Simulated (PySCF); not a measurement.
FH5O3Si2. Atoms are numbered in the order given.

```xyz
11

O      0.9969    -1.4000    -0.1144
Si     0.7278     0.2166    -0.1040
O      1.6615     0.9107     1.0545
F      1.1216     0.8890    -1.5214
O     -0.8724     0.4372     0.1115
Si    -2.1792    -0.5828     0.3235
H      1.8990    -1.7137     0.0006
H      1.7528     1.8687     1.0442
H     -2.3318    -1.4762    -0.8574
H     -1.9942    -1.4048     1.5512
H     -3.3887     0.2691     0.4693
```
Charge 0, spin multiplicity 1.

Coordinates come from a ωB97X-D3(BJ)/def2-SVP optimisation. Other conformers were not sampled.

These are PBE/def2-TZVP run with PySCF values and carry that method's errors.

ESP charges are fitted to the potential on shells at 1.4 to 2.0 van der Waals radii. Atomic charges (e):

```csv
atom,ESP fit,Mulliken,IAO
O1,-0.64,-0.47,-0.78
Si2,0.92,0.68,1.73
O3,-0.67,-0.47,-0.78
F4,-0.31,-0.28,-0.52
O5,-0.34,-0.31,-0.86
Si6,0.30,0.28,0.83
H7,0.44,0.32,0.38
H8,0.43,0.32,0.38
H9,-0.04,-0.03,-0.13
H10,-0.05,-0.03,-0.13
H11,-0.05,-0.03,-0.12
```

Computed Mayer and Wiberg (Löwdin basis) orders of the bonds:
```tsv
bond	Mayer	Wiberg
O1–Si2	1.26	1.69
Si2–O3	1.28	1.70
Si2–F4	1.16	1.70
Si2–O5	1.20	1.58
O5–Si6	1.12	1.54
O1–H7	0.87	1.01
O3–H8	0.87	1.01
Si6–H9	0.94	0.97
Si6–H10	0.94	0.97
Si6–H11	0.94	0.97
```
